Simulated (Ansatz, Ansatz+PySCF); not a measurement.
```xyz
5

O    -0.0133   -0.0313   -0.0311
H     0.8469    0.2018    0.3343
O     2.9240    0.0310    0.0031
H     3.6312    0.6357   -0.1599
H     3.3022   -0.8318    0.2700
```

Basis set: def2-SVP (spherical functions). Left uncorrelated: 2 orbitals. Charge 0, multiplicity 2.

Computed with Ansatz (development build ahead of 0.2.0); each method stands on the lowest determinant of its kind that the runs found.

(1) Give the atomization energy at this shape (free ground-state atoms in the same class of orbitals less the molecule, no zero-point energy) of doublet H3O2 by UHF-MP2, UHF.

## Answers

(1)

| method | atomization energy |
| --- | --- |
| UHF-MP2 | 13.72 eV |
| UHF | 9.69 eV |
